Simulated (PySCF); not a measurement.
Level of theory: PBE-D3(BJ)/def2-TZVP // TPSS-D3(BJ)/def2-SVP run with PySCF. Isolated molecules, 0 K electronic values unless said otherwise. One relaxed conformer stands for a flexible species; it need not be the lowest. 

Reference species: [Mo(F)6] (neutral, multiplicity 1).

```
Item                     Value
-------------------  ---------
coordination number          6
HOMO                 -10.68 eV
HOMO–LUMO gap          4.37 eV
LUMO                  -6.31 eV
```

Changed species: [Mo(F)5(OH)] (1 of 6 F replaced by OH; the reference has 0 of 6 F replaced by OH).

### Question
Predict the effect on the coordination number, HOMO, HOMO–LUMO gap and LUMO.

### Answer
the coordination number stays essentially unchanged; the HOMO goes up by 1.11 eV, to -9.57 eV; the HOMO–LUMO gap drops by 0.43 eV, to 3.94 eV; the LUMO goes up by 0.68 eV, to -5.63 eV.
